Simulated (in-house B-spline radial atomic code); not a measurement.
Values are calculated unless marked as measured or tabulated.
## Se in an electron gas of r_s = 3.3: phase shifts, screening and friction

A nucleus sits in a uniform electron gas with a rigid positive background. The Kohn-Sham equations are solved self-consistently in the spin-unpolarised LDA (PW92), non-relativistic, on B-splines with outgoing waves at the boundary and partial waves to l = 8. The model has no lattice, no bands and no magnetic solution. Atomic units; δ_l are the phase shifts at the Fermi level, counted so that each bound state adds π, and good to about 0.0005.

The density parameter is r_s = 3.3 bohr.

| l | δ_l (rad) |
| --- | --- |
| 0 | 11.2821 |
| 1 | 8.5440 |
| 2 | 3.2778 |
| 3 | 0.0153 |
| 4 | 0.0003 |
| 5 | 0.0002 |
| 6 | 0.0001 |
| 7 | 0.0002 |
| 8 | 0.0002 |

Bound levels below the band bottom (hartree): s -7.213, p -5.219, d -1.678, s -0.3352, p -0.004285 and deeper ones.

**Question.** Check the Friedel sum rule, and say where the screening charge sits.

**Answer.** k_F = (9π/4)^(1/3)/r_s = 0.58156. The rule is Z = (2/π) Σ (2l + 1) δ_l. The terms are s 7.182, p 16.318, d 10.434, f 0.068 and 0.008 beyond, in all 34.010 against Z = 34. Bound states hold 8 s, 18 p, 10 d electrons, so the scattering states carry -1.99 in all; where a term is smaller than its bound count, the bound level has drawn weight out of the band.

**Question.** Find the transport cross section and the electronic stopping of a 1 keV Se ion (mass 78.97 u).

**Answer.** σ_tr = (4π/k_F²) Σ (l + 1) sin²(δ_l − δ_(l+1)). The terms for l = 0 to 3 are 0.1542, 1.4468, 0.0436, 0.0009, all together 1.6455, so σ_tr = 37.155 × 1.6455 = 61.138 bohr². With n = 3/(4π r_s³) = 0.006643, the friction coefficient is Q = n k_F σ_tr = 0.2362. For v well below v_F = 0.582, dE/dx = Q v; with 24801 eV per u at v = 1, v = √(1000/(24801 × 78.97)) = 0.0226, so dE/dx = 0.00534 hartree/bohr = 2.74 eV/nm. The largest term couples the p and d waves.
